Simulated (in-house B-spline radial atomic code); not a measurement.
## LDA exchange-only excitations of In3+

Method: LDA exchange-only. Computed with a B-spline radial code for spherical atoms: linear response of the closed shell [Kr] 4d10 with the functional's adiabatic kernel; scalar-relativistic (spin-free one-electron X2C), finite nucleus, no spin-orbit coupling, no double excitations, S, P, D and F terms only; shells from n = 2 respond. Only terms of natural parity with L up to 3 were computed.

Command:
```bash
python run_td.py task.json out
```
Settings (radii: box in bohr, nucleus in fm):
```
Z                        49
electrons                46
configuration            [Kr] 4d10
hamiltonian              x2c
method                   lda,
box_radius               23.08
rms_radius               4.6156
intervals                72
```

Run time, properties included: 3.5 s on 1 thread of Arm Neoverse N1, on a shared host.

The lowest states, in the order of their Tamm-Dancoff energies; the method's threshold (minus the highest occupied level) is 46.39 eV. Labels give the largest channel, * marks a mixed state, and oscillator strengths are full-response dipole values. Semilocal kernels can invert the small singlet-triplet splittings of Rydberg terms. Energies in eV:

| state | full response | Tamm-Dancoff | oscillator strength |
| --- | --- | --- | --- |
| 4d → 5s 3D | ? | ? | - |
| 4d → 5s 1D | 14.564 | 14.585 | - |
| 4d → 5p 3P | 21.848 | 21.883 | - |
| 4d → 5p 3F | 22.140 | 22.155 | - |
| 4d → 5p 1F | 22.594 | 22.597 | - |
| 4d → 5p 1P | 23.406 | 23.490 | 0.807 |
| 4d → 5d 3S | 32.08 | 32.10 | - |
| 4d → 5d 3D | 32.71 | 32.72 | - |
| 4d → 5d 1D | ? | ? | - |
| 4d → 6s 3D | 33.06 | 33.06 | - |

(1) Where does 4d → 5d 1D lie?

(2) Where does 4d → 5s 3D lie?

(3) How large is the singlet-triplet splitting of 4d → 5s (D terms) in Tamm-Dancoff?

(4) What polarisabilities and dispersion coefficient does the method give?

Answers

(1) At 32.98 eV in full response, 32.99 eV in Tamm-Dancoff.

(2) At 13.731 eV in full response, 13.755 eV in Tamm-Dancoff.

(3) 0.831 eV, from the unrounded values.

(4) Dipole 3.629 bohr³, quadrupole 10.51 bohr⁵, C6 16.17 hartree·bohr⁶ for two such species.
